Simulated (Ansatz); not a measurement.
`C[BH][GeH2][SiH3]` + `O/C=C/[SiH3]` → `O/C=C/[SiH2][SiH3]` + `C[BH][GeH3]`  (formal exchange of groups at the Si–Ge bond)

Calculated with Ansatz (gas phase, PBE0-D4/def2-TZVP geometries, no zero-point term in ΔE). CBS: MP2 limit from def2 TZ/QZ plus the TZ coupled-cluster correction, frozen cores. Double bonds are as drawn, so ΔE can hold a change between cis and trans. Functionals use def2-TZVPP. B3LYP here is the variant with VWN-RPA as its local correlation; programs differ in this. For Ge outer-core shells are correlated without core-valence functions, which leaves a few kJ/mol of doubt a bond. Scalar relativity is left out up to krypton. One conformer a species, not always the lowest.

(1) Is it downhill or uphill in electronic energy at CCSD(T)/CBS, and by how much? (An estimate is asked.)

(2) What do these levels give: r2SCAN, PBE0, B3LYP, HF/def2-TZVPP, CCSD(T)/def2-TZVPP, MP2/CBS(def2)? (Best estimate.)

Largest T1 diagnostic among the species: 0.013.

Results:

(1) Computed: Uphill: ΔE = +7.2 kcal/mol.

(2) Computed: r2SCAN 6.8, PBE0 6.3, B3LYP 6.8, HF/def2-TZVPP 6.9, CCSD(T)/def2-TZVPP 7.2, MP2/CBS(def2) 8.3 kcal/mol.
